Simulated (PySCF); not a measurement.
Compound: C2H9PSi.
Geometry (PBE0-D3(BJ)/def2-SVP, Å), atoms numbered from 1 in this order:
```xyz
13
C2H9PSi angstrom
C     -1.974    0.329   -0.482
C     -0.518    0.773   -0.371
Si     0.690   -0.633   -0.020
P      2.799    0.205    0.025
H     -2.644    1.181   -0.681
H     -2.115   -0.397   -1.298
H     -2.323   -0.152    0.446
H     -0.400    1.522    0.431
H     -0.188    1.270   -1.300
H      0.322   -1.323    1.258
H      0.644   -1.650   -1.119
H      3.377   -0.994    0.545
H      2.638    0.794    1.318
```

Computed with PySCF at CAM-B3LYP/def2-SVPD, non-relativistic, on one gas-phase PBE0-D3(BJ)/def2-SVP geometry that isn't relaxed in the solvent. The solvent is an IEF-PCM continuum (Bondi radii, 1.10 Å for H, scaled by 1.2), and excitations are vertical TDDFT with non-equilibrium linear response and a frozen core. The model holds no explicit solvent molecules, cavitation or dispersion.

Gas-phase singlets (H = HOMO, L = LUMO):

```tsv
state	E (eV)	λ (nm)	f	leading configurations
S1	6.528	190	0.017	H→L+2 70%, H→L+1 15%
S2	6.611	188	0.022	H→L 60%, H→L+1 28%
S3	7.074	175	0.287	H→L+1 41%, H→L 24%
S4	7.443	167	0.020	H→L+3 50%, H→L+5 16%
S5	7.747	160	0.004	H-1→L 85%
```

Task: Give the list for chloroform (ε = 4.711), n² = 2.09.

Result: 
```
state  E (eV)  λ (nm)      f  leading configurations  change by rank (eV)
   S1   6.561     189  0.031    H→L+2 67%, H→L+1 20%               +0.033
   S2   6.678     186  0.035      H→L 62%, H→L+1 23%               +0.067
   S3   6.988     177  0.461      H→L+1 43%, H→L 21%               -0.086
   S4   7.514     165  0.017    H→L+3 47%, H→L+5 16%               +0.071
   S5   7.722     161  0.010               H-1→L 82%               -0.025
```

Task: The ground-state energy changes by -0.046 eV from gas to chloroform. By how much does the total energy of gas-phase S1 change?

Result: E(S1) = E(S0) + excitation energy, so it changes by -0.046 + 0.033 = -0.013 eV: it is lowered less than the ground state, which is what a blue shift means. This is the vertical state, with the slow part of the continuum still set for S0.

Task: How do the frontier levels move from gas to chloroform?

Result: 
```
orbital  gas (eV)  solvent (eV)  change (eV)                    Löwdin shares, gas                Löwdin shares, solvent
 LUMO+2      1.62          1.74        +0.12  P4 42 %, Si3 15 %, H12 15 %, H13 9 %  P4 42 %, Si3 16 %, H12 15 %, H13 8 %
 LUMO+1      1.28          1.39        +0.11  P4 24 %, Si3 18 %, H13 10 %, C1 10 %   P4 27 %, Si3 19 %, H13 10 %, C1 8 %
   LUMO      1.00          1.13        +0.13     Si3 29 %, P4 18 %, C1 8 %, C2 8 %     Si3 30 %, P4 19 %, C1 7 %, C2 7 %
   HOMO     -8.65         -8.62        +0.03   P4 65 %, Si3 15 %, H13 6 %, H12 6 %   P4 65 %, Si3 15 %, H13 6 %, H12 6 %
 HOMO-1     -9.77         -9.61        +0.16   C2 28 %, Si3 21 %, P4 15 %, C1 11 %   C2 29 %, Si3 20 %, P4 14 %, C1 12 %
 HOMO-2    -10.39        -10.27        +0.12  Si3 28 %, H11 23 %, P4 19 %, C2 11 %  Si3 27 %, H11 23 %, P4 20 %, C2 10 %
 HOMO-3    -10.97        -10.82        +0.15  Si3 20 %, C2 16 %, H10 16 %, P4 13 %  C2 18 %, Si3 17 %, H10 13 %, P4 12 %
```

The HOMO–LUMO gap goes from 9.64 to 9.74 eV.

The run took about 21 s of CPU time (one thread, shared machine). This is the whole response run at CAM-B3LYP/def2-SVPD in chloroform, SCF included.
